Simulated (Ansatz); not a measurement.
OSi, charge +1, doublet, geometry from GFN2-xTB (a state made from the parent by changing its charge; the spin is typed, not shown lowest), atoms displaced at random by about 0.02 Å a coordinate; B3LYP/6-31G run with Ansatz (a first-principles code).

Here is a job for Ansatz.
Ansatz 0.2 input:
```yaml
crystal:
  periodic: [false, false, false]
  atoms:
    - {symbol: Si, position_ang: [-0.00749995, -0.02113034, -0.54770421]}
    - {symbol: O, position_ang: [0.00356681, 0.00600567, 0.91874758]}
basis:
  gaussian:
    orbitals: 6-31G
hamiltonian:
  xc: b3lyp
total_charge: 1
magnetization: {spin_polarized: true, initial_magnetization: 1}
relax: {f_tol: 0.05}
```

The log (banner, timings and long lists left out):

```
Functional definition: B3LYP
237 factors; integrals over basis functions are off by at most 6.0e-5 eV
mean field evaluation 1: about -9880.5830 eV, gradient 8.1e1 eV
mean field evaluation 2: about -9677.3573 eV, gradient 1.5e2 eV
mean field evaluation 4: about -9910.8880 eV, gradient 5.3e0 eV
mean field evaluation 8: about -9911.1402 eV, gradient 4.7e-2 eV
mean field evaluation 16: about -9911.1524 eV, gradient 2.4e-5 eV
mean field -9911.15235926 eV, -364.2281311824 hartree, gradient 2.4e-5 eV, S^2 0.756087; 1 other end points of the search recorded, 0 dependent functions left out
the calculation of the forces begins
reference -9911.15252047 eV, -364.2281371068 hartree; 11, 10 occupied and 11, 12 virtual orbitals, 237 factors
relax step   1: F+E_penalty+E_count = -9911.15235926 eV  Δ(F+E_penalty+E_count) = +0.000e0 eV  max|allowed force component| = 8.536e0 eV/Å  Δτ_max = 0.0000 Å  (38 SCF iters, accepted)
these checks for a lower state are left out or cut short: starts, cluster_reference, orbital_swaps, neighbouring_geometries, increment
237 factors; integrals over basis functions are off by at most 6.1e-5 eV
mean field -9911.55835348 eV, -364.2430511947 hartree, gradient 1.1e-5 eV, S^2 0.757732; 0 other end points of the search recorded, 0 dependent functions left out
the calculation of the forces begins
reference -9911.55851398 eV, -364.2430570931 hartree; 11, 10 occupied and 11, 12 virtual orbitals, 237 factors
relax step   2: F+E_penalty+E_count = -9911.55835348 eV  Δ(F+E_penalty+E_count) = -4.060e-1 eV  max|allowed force component| = 4.044e0 eV/Å  Δτ_max = 0.0330 Å  (34 SCF iters, accepted)
these checks for a lower state are left out or cut short: starts, cluster_reference, orbital_swaps, neighbouring_geometries, increment
237 factors; integrals over basis functions are off by at most 6.2e-5 eV
mean field evaluation 32: about -9911.7151 eV, gradient 1.1e-1 eV
mean field -9911.71527690 eV, -364.2488180241 hartree, gradient 1.6e-5 eV, S^2 0.759944; 0 other end points of the search recorded, 0 dependent functions left out
the calculation of the forces begins
reference -9911.71543720 eV, -364.2488239152 hartree; 11, 10 occupied and 11, 12 virtual orbitals, 237 factors
relax step   3: F+E_penalty+E_count = -9911.71527690 eV  Δ(F+E_penalty+E_count) = -1.569e-1 eV  max|allowed force component| = 9.008e-1 eV/Å  Δτ_max = 0.0330 Å  (37 SCF iters, accepted)
these checks for a lower state are left out or cut short: starts, cluster_reference, orbital_swaps, neighbouring_geometries, increment
237 factors; integrals over basis functions are off by at most 6.8e-5 eV
mean field -9911.72607956 eV, -364.2492150148 hartree, gradient 2.7e-6 eV, S^2 0.760909; 0 other end points of the search recorded, 0 dependent functions left out
the calculation of the forces begins
reference -9911.72623979 eV, -364.2492209029 hartree; 11, 10 occupied and 11, 12 virtual orbitals, 237 factors
relax step   4: F+E_penalty+E_count = -9911.72607956 eV  Δ(F+E_penalty+E_count) = -1.080e-2 eV  max|allowed force component| = 1.876e-2 eV/Å  Δτ_max = 0.0120 Å  (55 SCF iters, accepted)
237 factors; integrals over basis functions are off by at most 6.8e-5 eV
mean field evaluation 64: about -9911.7261 eV, gradient 1.1e-2 eV
mean field -9911.72607956 eV, -364.2492150148 hartree, gradient 2.7e-6 eV, S^2 0.760909; 2 other end points of the search recorded, 0 dependent functions left out
the calculation of the forces begins
reference -9911.72623979 eV, -364.2492209029 hartree; 11, 10 occupied and 11, 12 virtual orbitals, 237 factors
Total energy: -9911.72623979 eV, -364.2492209029 hartree
Atom 0 at    -0.008088    -0.022573    -0.625671 Å, force    -0.000142    -0.000347    -0.018758 eV/Å
Atom 1 at     0.004155     0.007448     0.996714 Å, force     0.000142     0.000347     0.018758 eV/Å
Dipole moment:    -0.006899    -0.016917    -0.914186 e Å
```
